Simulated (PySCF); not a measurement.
**Mg²⁺ (magnesium, charge +2) across methods**

[Ne], closed-shell 1S. All numbers are calculated (PySCF 2.14, scalar relativity by spin-free X2C-1e, in aug-cc-pVDZ-DK (5s4p2d, 27 functions)).

```
 method  E (hartree)  mean ε 1s (eV)  mean ε 2s (eV)  mean ε 2p (eV)  Σ⟨r²⟩ (bohr²)   ⟨S²⟩
r2SCAN0    -199.5131         -1306.7         -108.13         -71.893          4.747  0.000
    LDA    -198.5773         -1273.7         -99.367         -66.805          4.798  0.000
    UHF   -199.12896         -1357.0         -122.51         -81.930          4.729  0.000
  B3LYP    -199.5480         -1297.1         -104.85         -70.350          4.780  0.000
    PBE    -199.4092         -1280.8         -100.06         -66.835          4.791  0.000
LC-wPBE    -199.4601         -1287.0         -106.27         -72.697          4.794  0.000
   BLYP    -199.5410         -1282.3         -99.959         -66.925          4.800  0.000
 r2SCAN    -199.5187         -1289.7         -103.12         -68.195          4.757  0.000
   PBE0    -199.4326         -1300.0         -106.01         -70.918          4.769  0.000
```
